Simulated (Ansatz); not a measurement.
Bond stretch in trigermane, SMILES [GeH2]([GeH3])[GeH3]. The Ge1–Ge8 bond (Ge1 also carries Ge, H, H; Ge8 carries H, H, H) is pulled apart rigidly from the PBE0/def2-SVP optimised geometry.

Level of theory: CCSD(T) on UHF/cc-pVDZ, cores with 3d frozen in Ansatz (a quantum-chemistry and plane-wave program).

Question: Relative to R = 2.43 Å, what are the energies at R = 2.37, 2.92, 3.94, 5.08 Å?

Answer: 0.9 kcal/mol at 2.37 Å, 13.8 kcal/mol at 2.92 Å, 56.4 kcal/mol at 3.94 Å, 64.8 kcal/mol at 5.08 Å.

The unrestricted determinant behind UCCSD(T) is spin-contaminated at 3.19 to 7.12 Å (<S²> up to 1.0, against 0.00 for a pure singlet).
